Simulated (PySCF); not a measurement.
## A small calculation by hand: dipole moment from atomic charges

CH4F2OSn, SMILES [CH3][Sn]([OH])([F])[F]. Atoms are numbered in the order given.

```xyz
9

C      0.2104    -2.1392     0.0000
Sn     0.0141    -0.0164     0.0000
O      1.7362     0.9413     0.0000
F     -1.0111     0.6482    -1.5074
F     -1.0111     0.6482     1.5074
H     -0.2781    -2.5289     0.9023
H     -0.2781    -2.5289    -0.9023
H      1.2799    -2.3863     0.0000
H      1.6201     1.9031     0.0000
```
Charge 0, spin multiplicity 1.

Geometry: B3LYP-D3(BJ)/def2-SVP. The structure was generated by enumeration; whether it is a known compound was not checked. The def2 effective core potentials stand for the cores of Sn; spin–orbit coupling is left out. Other conformers were not sampled.

Charges (e) from M06-2X/def2-TZVP in PySCF:

| atom | ESP fit | Mulliken |
|---|---|---|
| C1 | -0.749 | -0.646 |
| Sn2 | 1.363 | 1.522 |
| O3 | -0.782 | -0.726 |
| F4 | -0.460 | -0.526 |
| F5 | -0.460 | -0.526 |
| H6 | 0.215 | 0.187 |
| H7 | 0.215 | 0.187 |
| H8 | 0.230 | 0.186 |
| H9 | 0.430 | 0.342 |

The dipole moment of the full density is 3.06 D.

### Question
What dipole moment does each set of point charges give, and which comes closer to that of the density?

### Answer

μ = Σ q r, and 1 e Å = 4.8032 D.
ESP fit: Σ q r = (0.306, -0.570, 0.000) e Å, |μ| = 3.11 D.
Mulliken: Σ q r = (0.377, -0.747, 0.000) e Å, |μ| = 4.02 D.
ESP fit comes closer in size. Point charges leave out the atoms' own dipoles (lone pairs, polarised bonds); fits to the potential absorb them, partitions of the density don't.
